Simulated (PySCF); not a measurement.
# Atomic charges by several schemes

Species: C3H16NPSi3.
Cartesian coordinates in Å at the GFN2-xTB level; atoms count from 1:
```xyz
24
C3H16NPSi3 angstrom
N     -0.7542   -0.8962    1.6840
Si    -0.5781   -0.8776   -0.0374
P      0.0405   -3.0005   -0.4951
C     -2.1741   -0.5260   -1.0361
Si    -3.2206    0.9115   -0.3855
C      0.7223    0.4768   -0.4096
C      2.0497    0.2302    0.3036
Si     3.3075    1.6261    0.0239
H     -1.1583   -1.7099    2.1192
H     -1.0779   -0.0616    2.1459
H      1.3824   -2.8093   -0.2357
H      0.2112   -2.7791   -1.8499
H     -1.9167   -0.3363   -2.0777
H     -2.7807   -1.4321   -1.0376
H     -3.6520    0.6292    0.9873
H     -2.4333    2.1468   -0.3871
H     -4.4052    1.0883   -1.2290
H      0.3191    1.4422   -0.1010
H      0.8955    0.5455   -1.4848
H      1.8591    0.1043    1.3705
H      2.4679   -0.7183   -0.0422
H      2.7504    2.8867    0.5221
H      4.5496    1.3210    0.7361
H      3.5844    1.7580   -1.4093
```

Density: PBE0/pcSseg-1 (PySCF); schemes: Mulliken, IAO, Hirshfeld and ESP-fitted. The structure is a single GFN2-xTB conformer in the gas phase; no vibrational or solvent corrections.

Which atoms carry the highest charge in the Mulliken, IAO, Hirshfeld and ESP-fitted schemes?

All schemes agree: Mulliken Si2 (+0.854); IAO Si2 (+0.999); Hirshfeld Si2 (+0.373); ESP-fitted Si2 (+0.782).

Do the Mulliken, IAO, Hirshfeld and ESP-fitted schemes agree on where the charge is lowest?

The schemes don't all agree: Mulliken C4 (-0.849); IAO C4 (-0.847); Hirshfeld N1 (-0.312); ESP-fitted N1 (-0.976).

At which atom do the 4 schemes differ most?

At N1: from -0.976 (ESP-fitted) to -0.312 e (Hirshfeld), 0.664 e apart.

Give the atomic charges in each scheme.

In e:

| atom | environment | Mulliken | IAO | Hirshfeld | ESP-fitted |
| --- | --- | --- | --- | --- | --- |
| N1 | silicon-bound nitrogen | -0.631 | -0.839 | -0.312 | -0.976 |
| Si2 | four-coordinate silicon | +0.854 | +0.999 | +0.373 | +0.782 |
| P3 | three-coordinate phosphorus | -0.212 | -0.130 | -0.035 | -0.449 |
| C4 | sp3 carbon bound to silicon | -0.849 | -0.847 | -0.257 | -0.640 |
| Si5 | SiH3 silicon | +0.471 | +0.603 | +0.307 | +0.443 |
| C6 | sp3 carbon bound to silicon | -0.535 | -0.536 | -0.161 | -0.325 |
| C7 | sp3 carbon bound to silicon | -0.534 | -0.522 | -0.158 | +0.018 |
| Si8 | SiH3 silicon | +0.507 | +0.602 | +0.311 | +0.354 |
| H9 | N–H hydrogen | +0.200 | +0.265 | +0.113 | +0.374 |
| H10 | N–H hydrogen | +0.194 | +0.258 | +0.114 | +0.364 |
| H11 | P–H hydrogen | +0.053 | -0.004 | -0.009 | +0.157 |
| H12 | P–H hydrogen | +0.052 | -0.005 | -0.013 | +0.105 |
| H13 | methylene hydrogen | +0.170 | +0.162 | +0.040 | +0.151 |
| H14 | methylene hydrogen | +0.174 | +0.162 | +0.038 | +0.188 |
| H15 | Si–H hydrogen | -0.083 | -0.126 | -0.082 | -0.127 |
| H16 | Si–H hydrogen | -0.082 | -0.126 | -0.080 | -0.118 |
| H17 | Si–H hydrogen | -0.077 | -0.115 | -0.079 | -0.106 |
| H18 | methylene hydrogen | +0.152 | +0.140 | +0.034 | +0.107 |
| H19 | methylene hydrogen | +0.146 | +0.140 | +0.034 | +0.048 |
| H20 | methylene hydrogen | +0.153 | +0.151 | +0.034 | +0.016 |
| H21 | methylene hydrogen | +0.150 | +0.138 | +0.033 | -0.031 |
| H22 | Si–H hydrogen | -0.091 | -0.124 | -0.081 | -0.115 |
| H23 | Si–H hydrogen | -0.091 | -0.121 | -0.081 | -0.116 |
| H24 | Si–H hydrogen | -0.090 | -0.124 | -0.081 | -0.104 |

Mean size of the charges over all atoms: IAO 0.302 e, Mulliken 0.273 e, ESP-fitted 0.259 e, Hirshfeld 0.119 e. Each set sums to the total charge, 0, to within 0.001 e. The Mulliken scheme gives each basis function's population to the atom it is centred on and halves the overlap population of two atoms between them. The IAO scheme counts the electrons in orthogonalised intrinsic atomic orbitals, a minimal basis polarised so that it spans the occupied orbitals exactly.

How many electrons does the Mulliken scheme count on P3?

Z − q = 15 − (-0.212) = 15.212.

How closely do the schemes follow one another over all atoms?

Correlation coefficient and root-mean-square difference: Mulliken with IAO 0.99, 0.071 e; IAO with Hirshfeld 0.97, 0.259 e; Mulliken with Hirshfeld 0.94, 0.221 e; IAO with ESP-fitted 0.90, 0.177 e; Hirshfeld with ESP-fitted 0.89, 0.226 e; Mulliken with ESP-fitted 0.88, 0.175 e.
